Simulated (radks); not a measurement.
Fractional charge and spin in the 5s shell of indium: the spin-up occupation runs from 0 to 1 and the spin-down occupation from 0 to 1; the fullest corner is In, [Kr] 4d10 5p(up 0.5, down 0.5) 5s(up 1, down 1). All-electron calculation, scalar-relativistic Kohn-Sham, LDA (Slater exchange, Perdew-Wang correlation), spin-polarised, spherical densities, finite nucleus; Fermi nuclear charge, rms radius of each element as measured or else 0.836 A^(1/3) + 0.57 fm. Program: a radial shooting solver on a logarithmic mesh with Libxc functionals. Energy (eV) above the fullest corner. The planes named below are the two flat planes that join the four corners, with an edge along up + down = one added electron.

\begin{tabular}{lrrr}
down \ up & 0 & 0.5 & 1 \\ \hline
0 & 32.886 & 21.439 & 12.093 \\
0.5 & 21.439 & 12.284 & 5.120 \\
1 & 12.093 & 5.120 & 0.000 \\
\end{tabular}

Corners above the fullest one (they belong to In+ and the next ion): (up 1, down 0) 12.093 eV, (up 0, down 1) 12.093 eV, (up 0, down 0) 32.886 eV. With half an added electron in each spin the energy lies 0.192 eV from the planes, and with half an added electron in spin up alone -1.051 eV. The planes are only a guide here: the flat-plane condition holds for ground states with one frontier orbital, while this shell lies below other occupied shells, so the corners above the fullest one are inner-hole states and not the ground states of those ions.
